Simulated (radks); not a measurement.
Coulomb parameter of the 4f shell of neutral neodymium in the model configuration [Xe] 4f2.5 6s2 6p1.5, as a second difference U = [E(n + 0.5) + E(n - 0.5) - 2 E(n)] / (0.5)^2 with all orbitals relaxed. "Bare": the charge of the atom changes with n. "Screened": the 6p shell takes up the change at fixed total charge, which measures U(4f,4f) + U(6p,6p) - 2 U(4f,6p). Method: scalar-relativistic Kohn-Sham, r2SCAN, spin-unpolarised, spherical densities, finite nucleus; meta-GGA in the generalised Kohn-Sham scheme; Fermi nuclear charge, rms radius 4.9123 fm; computed with a radial shooting solver on a logarithmic mesh with Libxc functionals.

case,configuration,E - E(n) (eV)
start,[Xe] 4f2.5 6s2 6p1.5,0.000
bare +0.5,[Xe] 4f3 6s2 6p1.5,-5.568
bare -0.5,[Xe] 4f2 6s2 6p1.5,9.268
screened +0.5,[Xe] 4f3 6s2 6p1,-4.912
screened -0.5,[Xe] 4f2 6s2 6p2,7.182

U(bare) = 14.801 eV, U(screened by 6p) = 9.079 eV, against the Slater integral F0(4f,4f) = 26.669 eV with frozen orbitals. The step up makes a negative ion, whose loosely bound charge lowers the bare value.
